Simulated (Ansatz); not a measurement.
```yaml
atoms:
  - { symbol: Si, position_ang: [-0.0207, -0.0409, 0.0595] }
  - { symbol: H, position_ang: [1.4529, -0.0411, -0.3698] }
  - { symbol: H, position_ang: [-0.7381, 1.2618, -0.3387] }
  - { symbol: H, position_ang: [-0.6996, -1.2138, -0.4150] }
```

Basis set: def2-TZVP (spherical functions). Frozen core: 5 orbitals. Charge 0, multiplicity 2.

Computed with Ansatz (development build ahead of 0.2.0); each method stands on the lowest determinant of its kind that the runs found.

(1) Give the atomization energy at this shape (free ground-state atoms in the same class of orbitals less the molecule, no zero-point energy) of doublet SiH₃ by UHF-MP2, UHF.

Answers

(1)

```csv
method,atomization energy
UHF-MP2,210.71 kcal/mol
UHF,177.83 kcal/mol
```
